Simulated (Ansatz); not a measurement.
From C to Ge: the atomisation energy (no zero-point term)

Gas-phase molecules, one atom swapped for its congeners: In(CH3)Cl2; SiH3(InCl2); GeH3(InCl2). All are singlets with charge 0.

Shapes, held fixed at every level: PBE0-D4/def2-TZVP. Programs: Ansatz 0.2.0. Values in eV.

| level | In(CH3)Cl2 | SiH3(InCl2) | GeH3(InCl2) |
| --- | --- | --- | --- |
| HF/def2-SVP | 17.07 | 14.34 | 13.34 |
| wB97M-V/def2-TZVPP | 22.82 | 19.25 | 18.16 |
| MP2/def2-SVP | 21.73 | 17.88 | 17.04 |
| MP2/def2-TZVPP | 22.59 | 18.80 | 17.95 |
| CCSD/def2-TZVPP | 21.83 | 18.37 | 17.55 |
| CCSD(T)/def2-TZVPP | 22.20 | 18.66 | 17.86 |

At CCSD(T)/def2-TZVPP the atomisation energy falls at every step, from 22.20 to 17.86 eV. Every level shows the same order. For atoms past krypton def2 sets carry core potentials with scalar relativity. Relativity is left out for Ge. Outer-core shells of Ge, In are correlated in most correlated rows, in sets that cover them unevenly. Spin-orbit coupling, which grows down the group, is left out (summed over each molecule's free atoms 0.26, 0.27, 0.38 eV). Coupled cluster in double- or triple-zeta sets underbinds by a few per cent against its basis-set limit. CCSD also lacks the triples, which bind further.
